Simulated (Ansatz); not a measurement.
Program: Ansatz. Geometries: PBE0-D4/def2-TZVP. ΔE: electronic, gas phase. CCSD(T)/CBS is the MP2 limit (def2-TZVPP, def2-QZVPP) plus CCSD(T) − MP2 in def2-TZVPP, frozen cores. This one scheme is used for every species. Functionals use def2-TZVPP. One conformer a species, not always the lowest.

Reaction (ligand exchange at a B–F bond): `OB(F)F` + `C=N` → `C=NB(O)F` + H–F

Task: Is it downhill or uphill in electronic energy at CCSD(T)/CBS, and by how much? (Estimate.)

Result: Computed: Uphill: ΔE = +79.7 kJ/mol.

Task: What do these levels give: B97M-V, r2SCANh-D4, ωB97M-V, PBE-QIDH, PBE, r2SCANh, LC-ωPBE, RPA@PBE/def2-TZVPP, HF/def2-TZVPP, CCSD(T)/def2-TZVPP, HF/CBS(def2), MP2/CBS(def2)? (Estimate.)

Result: Ansatz gave: B97M-V 89.3, r2SCANh-D4 83.1, ωB97M-V 83.6, PBE-QIDH 81.7, PBE 77.0, r2SCANh 84.2, LC-ωPBE 82.0, RPA@PBE/def2-TZVPP 87.1, HF/def2-TZVPP 99.5, CCSD(T)/def2-TZVPP 85.0, HF/CBS(def2) 99.5, MP2/CBS(def2) 75.0 kJ/mol.

Largest T1 diagnostic among the species: 0.013.

The D4 term adds −5.4 kJ/mol with B3LYP and −3.0 kJ/mol with PBE0; it sums over pairs of atoms, weighted by their polarisabilities, and B3LYP, whose exchange is more repulsive, gets the larger term. In def2-TZVPP, CCSD(T) changes the Hartree–Fock value by −14.6 kJ/mol (the triples alone add −2.3 kJ/mol) and MP2 by −19.2 kJ/mol.

B3LYP here is the variant with VWN-RPA as its local correlation; programs differ in this.
